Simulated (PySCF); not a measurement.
A PySCF script (with the pyscf-properties extension) for the NMR shieldings of `CC(C)CP(C)CP`, C$_{6}$H$_{16}$P$_{2}$, on a GFN2-xTB geometry:

```python
import basis_set_exchange as bse
import numpy as np
from pyscf import gto, dft
from pyscf.prop import nmr

atoms = """
C    -2.564982   -0.584754    1.053594
C    -1.546978   -0.409920   -0.071925
C    -2.030200    0.634840   -1.071591
C    -0.190170   -0.010966    0.508907
P     1.152027    0.079181   -0.777594
C     1.559629   -1.723796   -0.884902
C     2.548194    0.553649    0.367992
P     2.714557    2.386946    0.618469
H    -2.685473    0.347577    1.602041
H    -3.533453   -0.872008    0.650176
H    -2.243217   -1.354422    1.752207
H    -1.439344   -1.368483   -0.593002
H    -1.295579    0.763279   -1.864877
H    -2.974540    0.332372   -1.518638
H    -2.173708    1.593246   -0.576424
H     0.113051   -0.719313    1.287575
H    -0.275043    0.979401    0.967235
H     1.715298   -2.156714    0.103238
H     2.462069   -1.844829   -1.482282
H     0.746835   -2.245052   -1.387281
H     2.447917    0.067515    1.344528
H     3.488478    0.213100   -0.078830
H     2.637315    2.709190   -0.734377
H     1.355583    2.649727    0.793316
"""
names = dict.fromkeys(["C", "P", "H"], "pcSseg-1")
basis = {el: gto.basis.parse(bse.get_basis(n, elements=[el], fmt="nwchem")) for el, n in names.items()}
mol = gto.M(atom=atoms, basis=basis, charge=0, verbose=0)
mf = dft.RKS(mol, xc="PBE0")
mf.grids.level = 2
mf.grids.alignment = dft.numint.BLKSIZE   # the property module wants whole blocks of grid points
mf.conv_tol = 1e-9
mf.kernel()

calc = nmr.RKS(mf)   # GIAO
C = mf.mo_coeff
Co = C[:, mf.mo_occ > 0]
resp = mf.gen_response(singlet=True, hermi=2)
def vind(x):   # induced exchange potential for any number of trial vectors
    d = np.einsum("pi,xij,qj->xpq", C, 2 * x.reshape(-1, C.shape[1], Co.shape[1]), Co, optimize=True)
    return np.einsum("xpq,pi,qj->xij", resp(d - d.transpose(0, 2, 1)), C, Co, optimize=True).ravel()
mo1, _ = nmr.rhf.solve_mo1(calc, with_cphf=vind)
sigma = calc.kernel(mo1)
for i, s in enumerate(sigma):   # ppm
    print("%2d %-2s %9.2f" % (i, mol.atom_pure_symbol(i), np.trace(s) / 3))
```

Q: What does it print?

A: 
```
 0 C     158.96
 1 C     158.09
 2 C     161.95
 3 C     139.46
 4 P     367.62
 5 C     167.44
 6 C     167.82
 7 P     488.43
 8 H      30.93
 9 H      30.42
10 H      30.58
11 H      30.29
12 H      29.68
13 H      30.71
14 H      31.25
15 H      30.71
16 H      30.24
17 H      31.02
18 H      30.52
19 H      30.49
20 H      30.81
21 H      30.65
22 H      28.99
23 H      29.09
```

These numbers come from an equivalent density-fitted implementation of the same equations, which agrees with the script to about 0.01 ppm for H and up to a few tenths of a ppm for heavy atoms, so last digits may differ.

Size and cost of the density-fitted run: 230 basis functions, 42 s wall time on 1 thread of an x86-64 server CPU, shared host.
